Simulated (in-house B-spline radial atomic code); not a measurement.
A fraction x of an electron is removed from 6s in Er, starting from [Xe] 4f12 6s2 and keeping the highest spin. Method: scalar-relativistic (X2C) BP86, spin-polarised, spherical fractional occupations, Fermi nucleus of rms radius 5.2516 fm. Calculated with an all-electron radial atomic-structure program (B-spline basis).

```
   x  E(x) - E(0) (eV)  6s down level (eV)
   0            0.0000              -3.947
0.04            0.1616              -4.131
0.21            0.9305              -4.918
0.35            1.6648              -5.573
0.42            2.0665              -5.903
 0.5            2.5538              -6.281
 0.6            3.2056              -6.755
0.63            3.4103              -6.897
0.86            5.1226              -7.995
 0.9            5.4463              -8.189
   1            6.2898                   -
```

The exact functional would give a straight line between the two integer points. Deviations E(x) - E(0) - x[E(1) - E(0)], in eV: -0.09 at x = 0.04, -0.39 at x = 0.21, -0.537 at x = 0.35, -0.575 at x = 0.42, -0.591 at x = 0.5, -0.568 at x = 0.6, -0.552 at x = 0.63, -0.287 at x = 0.86, -0.215 at x = 0.9.

The curve lies below the straight line by up to 0.591 eV (at x = 0.5): convex, the delocalisation error that favours fractional charges.

(1) How well does Slater's transition state (minus the level at half occupation) give the ionisation energy?

## Answers

(1) It gives 6.281 eV against 6.290 eV from the two total energies; NIST lists 6.11 eV, ground level to ground level.
